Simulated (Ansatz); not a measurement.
Reaction (formal hydrolysis of a Cd–C bond): `[CH3][Cd][F]` + H₂O → `[OH][Cd][F]` + CH₄

Calculated with Ansatz (gas phase, PBE0-D4/def2-TZVP geometries, no zero-point term in ΔE). CBS: MP2 limit from def2 TZ/QZ plus the TZ coupled-cluster correction, frozen cores. This one scheme is used for every species. DFT in def2-TZVPP. def2 core potentials past Kr. For Cd outer-core shells are correlated without core-valence functions, which leaves a few kJ/mol of doubt a bond. Each species was taken in one conformer, which may not be the lowest.

| level | ΔE (eV) |
| --- | --- |
| PBE-D4 | -0.05 |
| B97M-V | -0.19 |
| HF/def2-QZVPP | -0.24 |
| CCSD/CBS(def2) | -0.07 |

**Question.** What does CCSD(T)/CBS give? (Best estimate.)

**Answer.** Ansatz gave: -0.06 eV. The listed levels differ from it by 0.01, -0.13, -0.18, -0.01 eV.

Largest T1 diagnostic among the species: 0.017.

At CCSD(T), def2-SVP lies −0.08 eV from the extrapolated value and def2-TZVPP +0.03 eV. From r2SCAN to r2SCAN0 (25 % exact exchange), in def2-TZVPP and without D4, ΔE moves by +0.06 eV. Leaving LDA and LC-ωPBE aside and taking each functional with its dispersion term where it has one, the values, not all of them listed here, spread over 0.17 eV, from B97M-V to HSE06-D4. LDA lies +0.12 eV from PBE without D4.
